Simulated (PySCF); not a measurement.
Spinor energies of Lu²⁺ (lutetium, charge +2)

Start: [Xe] 4f14 6s1; 6s1/2 filled at m_j = +1/2. Calculated with PySCF 2.14 in x2c-TZVPall-2c (11s11p10d2f1g, 117 functions): generalised Hartree-Fock with the X2C-1e Hamiltonian and a Gaussian nucleus; spin-orbit coupling (SO) screened by Boettger's factors. This is a chosen level, not necessarily the ground level.

```csv
spinor shell,electrons,"ε, screened SO (eV)",weight of nominal j (screened SO),"rms radius, screened SO (bohr)"
1s1/2,2,-63650.1,1.000,0.0219
2s1/2,2,-10981.8,1.000,0.0884
2p1/2,2,-10462.7,1.000,0.0754
2p3/2,4,-9339.7,1.000,0.0825
3s1/2,2,-2559.6,1.000,0.227
3p1/2,2,-2330.1,1.000,0.218
3p3/2,4,-2086.2,1.000,0.232
3d3/2,4,-1701.1,1.000,0.206
3d5/2,6,-1648.2,1.000,0.210
4s1/2,2,-552.57,1.000,0.509
4p1/2,2,-457.74,1.000,0.520
4p3/2,4,-401.76,1.000,0.552
4d3/2,4,-245.32,1.000,0.585
5s1/2,2,-90.736,1.000,1.26
5p1/2,2,-61.273,1.000,1.41
5p3/2,4,-53.807,1.000,1.52
4f5/2,6,-40.481,1.000,0.789
4f7/2,8,-38.915,1.000,0.799
6s1/2,1,-20.009,1.000,3.40
```

Question: Where does 4d5/2 lie, and what is the 4d spin-orbit splitting (screened SO)?

Answer: At -234.79 eV, 10.536 eV above 4d3/2.

```
   quantity   screened SO
E (hartree)  -14566.20025
        M_J           1/2
       ⟨J²⟩         0.750
       ⟨L²⟩         0.107
       ⟨S²⟩         0.858
```

Each row is a mean over spinors that exchange with the open shell spreads, by up to 0.340 eV (5s1/2).

Breit and QED terms are absent; they matter most for the inner s and p1/2 levels.

Densities and radii are taken from the X2C orbitals without a picture-change correction, which distorts them close to the nucleus.
